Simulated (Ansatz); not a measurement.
Level of theory: B3LYP-D3(BJ)/def2-TZVP run with Ansatz (a first-principles code). No frequencies were computed at this level.

Ansatz 0.2 input:
```yaml
crystal:
  periodic: [false, false, false]
  atoms:
    - { symbol: C, position_ang: [1.580457, -0.349055, -1.0011] }
    - { symbol: C, position_ang: [0.320888, -0.087888, -0.355394] }
    - { symbol: C, position_ang: [-0.728813, 0.152407, 0.186647] }
    - { symbol: C, position_ang: [-1.973195, 0.420047, 0.825436] }
    - { symbol: O, position_ang: [-2.845962, -0.382435, 1.030605] }
    - { symbol: H, position_ang: [1.614427, -1.376524, -1.361081] }
    - { symbol: H, position_ang: [2.393186, -0.190799, -0.29254] }
    - { symbol: H, position_ang: [1.711788, 0.331819, -1.841838] }
    - { symbol: H, position_ang: [-2.072781, 1.482423, 1.132587] }
basis:
  gaussian: { orbitals: def2-tzvp }
hamiltonian:
  xc: b3lyp
  dispersion: d3bj
relax:
  max_steps: 150
```

Output:

```
Functional definition: B3LYP
1047 factors; their error is unknown
mean field evaluation 1: about -6252.1734 eV, gradient 6.3e1 eV
mean field evaluation 2: about -6247.3982 eV, gradient 8.1e1 eV
mean field evaluation 4: about -6260.5632 eV, gradient 3.6e0 eV
mean field evaluation 8: about -6260.5863 eV, gradient 5.3e-1 eV
mean field evaluation 16: about -6260.5867 eV, gradient 1.2e-4 eV
mean field -6260.58666305 eV, -230.0723162889 hartree, gradient 3.3e-5 eV, S^2 0.000000; 0 other end points of the search recorded, 0 dependent functions left out
reference -6260.58691878 eV, -230.0723256869 hartree; 18, 18 occupied and 161, 161 virtual orbitals, 1047 factors
relax step   1: F+E_penalty+E_count = -6260.83874609 eV  Δ(F+E_penalty+E_count) = +0.000e0 eV  max|allowed force component| = 7.887e-1 eV/Å  Δτ_max = 0.0000 Å  (31 SCF iters, accepted)
these checks for a lower state are left out or cut short: starts, cluster_reference, orbital_swaps, neighbouring_geometries, increment
1047 factors; their error is unknown
mean field -6260.60154398 eV, -230.0728631533 hartree, gradient 1.8e-5 eV, S^2 0.000000; 0 other end points of the search recorded, 0 dependent functions left out
reference -6260.60180033 eV, -230.0728725738 hartree; 18, 18 occupied and 161, 161 virtual orbitals, 1047 factors
relax step   2: F+E_penalty+E_count = -6260.85275899 eV  Δ(F+E_penalty+E_count) = -1.401e-2 eV  max|allowed force component| = 3.751e-1 eV/Å  Δτ_max = 0.0267 Å  (34 SCF iters, accepted)
these checks for a lower state are left out or cut short: starts, cluster_reference, orbital_swaps, neighbouring_geometries, increment
1047 factors; their error is unknown
mean field evaluation 32: about -6260.5175 eV, gradient 1.2e-5 eV
mean field -6260.51747856 eV, -230.0697738058 hartree, gradient 1.2e-5 eV, S^2 0.000000; 0 other end points of the search recorded, 0 dependent functions left out
reference -6260.51773588 eV, -230.0697832622 hartree; 18, 18 occupied and 161, 161 virtual orbitals, 1047 factors
relax step   3: F+E_penalty+E_count = -6260.76759868 eV  Δ(F+E_penalty+E_count) = +8.516e-2 eV  max|allowed force component| = 1.631e0 eV/Å  Δτ_max = 0.0810 Å  (35 SCF iters, rejected (line search))
these checks for a lower state are left out or cut short: starts, cluster_reference, orbital_swaps, neighbouring_geometries, increment
1047 factors; their error is unknown
mean field -6260.58557608 eV, -230.0722763437 hartree, gradient 1.7e-5 eV, S^2 0.000000; 0 other end points of the search recorded, 0 dependent functions left out
reference -6260.58583219 eV, -230.0722857554 hartree; 18, 18 occupied and 161, 161 virtual orbitals, 1047 factors
relax step   4: F+E_penalty+E_count = -6260.83725560 eV  Δ(F+E_penalty+E_count) = +1.550e-2 eV  max|allowed force component| = 8.417e-1 eV/Å  Δτ_max = 0.0388 Å  (33 SCF iters, rejected (line search))
these checks for a lower state are left out or cut short: starts, cluster_reference, orbital_swaps, neighbouring_geometries, increment
1047 factors; their error is unknown
mean field -6260.60472331 eV, -230.0729799913 hartree, gradient 1.8e-5 eV, S^2 0.000000; 0 other end points of the search recorded, 0 dependent functions left out
reference -6260.60497984 eV, -230.0729894188 hartree; 18, 18 occupied and 161, 161 virtual orbitals, 1047 factors
relax step   5: F+E_penalty+E_count = -6260.85559751 eV  Δ(F+E_penalty+E_count) = -2.839e-3 eV  max|allowed force component| = 1.627e-1 eV/Å  Δτ_max = 0.0190 Å  (34 SCF iters, accepted)
these checks for a lower state are left out or cut short: starts, cluster_reference, orbital_swaps, neighbouring_geometries, increment
1047 factors; their error is unknown
mean field -6260.60623536 eV, -230.0730355583 hartree, gradient 1.8e-5 eV, S^2 0.000000; 0 other end points of the search recorded, 0 dependent functions left out
reference -6260.60649193 eV, -230.0730449869 hartree; 18, 18 occupied and 161, 161 virtual orbitals, 1047 factors
relax step   6: F+E_penalty+E_count = -6260.85709473 eV  Δ(F+E_penalty+E_count) = -1.497e-3 eV  max|allowed force component| = 3.544e-2 eV/Å  Δτ_max = 0.0139 Å  (34 SCF iters, accepted)
these checks for a lower state are left out or cut short: starts, cluster_reference, orbital_swaps, neighbouring_geometries, increment
1047 factors; their error is unknown
mean field -6260.60621431 eV, -230.0730347847 hartree, gradient 1.7e-5 eV, S^2 0.000000; 0 other end points of the search recorded, 0 dependent functions left out
reference -6260.60647091 eV, -230.0730442144 hartree; 18, 18 occupied and 161, 161 virtual orbitals, 1047 factors
relax step   7: F+E_penalty+E_count = -6260.85706973 eV  Δ(F+E_penalty+E_count) = +2.500e-5 eV  max|allowed force component| = 6.669e-2 eV/Å  Δτ_max = 0.0127 Å  (35 SCF iters, rejected (line search))
these checks for a lower state are left out or cut short: starts, cluster_reference, orbital_swaps, neighbouring_geometries, increment
1047 factors; their error is unknown
mean field evaluation 64: about -6260.6063 eV, gradient 3.0e-4 eV
mean field -6260.60634149 eV, -230.0730394584 hartree, gradient 1.7e-5 eV, S^2 0.000000; 0 other end points of the search recorded, 0 dependent functions left out
reference -6260.60659808 eV, -230.0730488881 hartree; 18, 18 occupied and 161, 161 virtual orbitals, 1047 factors
relax step   8: F+E_penalty+E_count = -6260.85717041 eV  Δ(F+E_penalty+E_count) = -7.568e-5 eV  max|allowed force component| = 4.372e-2 eV/Å  Δτ_max = 0.0063 Å  (35 SCF iters, accepted)
these checks for a lower state are left out or cut short: starts, cluster_reference, orbital_swaps, neighbouring_geometries, increment
1047 factors; their error is unknown
mean field -6260.60640462 eV, -230.0730417783 hartree, gradient 1.7e-5 eV, S^2 0.000000; 0 other end points of the search recorded, 0 dependent functions left out
reference -6260.60666122 eV, -230.0730512084 hartree; 18, 18 occupied and 161, 161 virtual orbitals, 1047 factors
relax step   9: F+E_penalty+E_count = -6260.85725906 eV  Δ(F+E_penalty+E_count) = -8.865e-5 eV  max|allowed force component| = 7.514e-3 eV/Å  Δτ_max = 0.0029 Å  (35 SCF iters, accepted)
1047 factors; their error is unknown
mean field evaluation 96: about -6260.6064 eV, gradient 3.9e-4 eV
mean field -6260.60640462 eV, -230.0730417783 hartree, gradient 1.7e-5 eV, S^2 0.000000; 1 other end points of the search recorded, 0 dependent functions left out
reference -6260.60666122 eV, -230.0730512084 hartree; 18, 18 occupied and 161, 161 virtual orbitals, 1047 factors
Total energy: -6260.85751567 eV, -230.0822699392 hartree
Atom 0 at     1.586322    -0.348509    -1.003781 Å, force     0.003723     0.000394    -0.002981 eV/Å
Atom 1 at     0.319142    -0.077312    -0.353635 Å, force    -0.007514     0.001140     0.003597 eV/Å
Atom 2 at    -0.738875     0.128573     0.185400 Å, force     0.004131    -0.000821    -0.002612 eV/Å
Atom 3 at    -1.986122     0.431649     0.834642 Å, force     0.004374     0.001049    -0.001590 eV/Å
Atom 4 at    -2.861556    -0.375595     1.043927 Å, force    -0.002923    -0.000567     0.001413 eV/Å
Atom 5 at     1.629358    -1.375610    -1.370039 Å, force     0.000240     0.000658     0.001316 eV/Å
Atom 6 at     2.412929    -0.197627    -0.305917 Å, force     0.000228    -0.001678     0.001559 eV/Å
Atom 7 at     1.737350     0.326345    -1.849023 Å, force    -0.001771     0.000677    -0.000584 eV/Å
Atom 8 at    -2.098554     1.488081     1.141748 Å, force    -0.000488    -0.000852    -0.000119 eV/Å
Dipole moment:     0.752401     0.255686    -0.284403 e Å
```

Cost: roughly 70 core-seconds.
